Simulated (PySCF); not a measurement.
# Electric field gradients and quadrupole coupling constants

Species: C₆H₆F₄O₂.
Cartesian coordinates in Å at the GFN2-xTB level; atoms count from 1:
```xyz
18
C6H6F4O2 angstrom
C      2.9494    0.7965    0.3898
C      2.2182   -0.4889    0.1542
O      2.6614   -1.5964    0.2397
O      0.9234   -0.2271   -0.1849
C      0.0877   -1.2869   -0.3898
C     -1.1937   -1.0842   -0.6711
F     -1.9927   -2.1483   -0.8753
C     -1.8793    0.2444   -0.7810
C     -2.3152    0.7616    0.5857
F     -3.1864   -0.0472    1.1937
F     -2.9076    1.9612    0.4822
F     -1.2818    0.9193    1.4238
H      3.9811    0.5875    0.6533
H      2.9097    1.4103   -0.5070
H      2.4605    1.3418    1.1940
H      0.5249   -2.2739   -0.3113
H     -1.1968    0.9836   -1.2042
H     -2.7716    0.1530   -1.4035
```

Field gradients from the PBE0/pcSseg-1 density (PySCF, non-relativistic), principal values in atomic units, ordered |Vxx| ≤ |Vyy| ≤ |Vzz|:

| atom | Vxx | Vyy | Vzz |
| --- | --- | --- | --- |
| O3 | 0.6028 | 1.0094 | -1.6122 |
| O4 | -0.6198 | -1.0924 | 1.7122 |

Problem. Find the asymmetry η = (Vxx − Vyy)/Vzz and the couplings χ = eQV/h (234.96 MHz × Q in barn × V in au), with Q(17O) = −0.0256 b.

Solution. 
```csv
atom,environment,nucleus,η,χzz (MHz),χxx (MHz),χyy (MHz)
O3,ester carbonyl oxygen,17O,0.25,9.70,-3.63,-6.07
O4,ester single-bonded oxygen,17O,0.28,-10.30,3.73,6.57
```

Problem. What is Vzz at O3 in SI units (1 au = 9.71736 × 10²¹ V/m²)?

Solution. -1.6122 au = -15.667 × 10²¹ V/m².

Were the hydrogens deuterons (Q(2H) = 0.00286 b), χzz would run from 199 kHz (H18 and H17) to 210 kHz (H13 and H14).

One conformer (not necessarily the lowest) at the GFN2-xTB geometry, without solvent, vibrations or thermal averaging. GFN2-xTB bond lengths can be off by several hundredths of an ångström, more for odd bonds, and the gradients follow them. The small basis limits the accuracy of the gradients.
